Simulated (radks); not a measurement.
Values are calculated unless marked as measured or tabulated.
Task: The holmium ion Ho4+ is in [Xe] 4f9. Level of theory: scalar-relativistic Kohn-Sham, LDA (Slater exchange, Perdew-Wang correlation), spin-polarised, spherical densities, finite nucleus; Fermi nuclear charge, rms radius of each element as measured or else 0.836 A^(1/3) + 0.57 fm (a radial shooting solver on a logarithmic mesh with Libxc functionals). Open shells are filled with parallel spins first. One electron is removed from 5p, 4d, 4f, 5s in turn, with full relaxation. Which removal costs least, and what does each cost?

Result: 4f 64.554 eV; 5p 77.122 eV; 5s 104.42 eV; 4d 223.10 eV. The 4f electron leaves first.
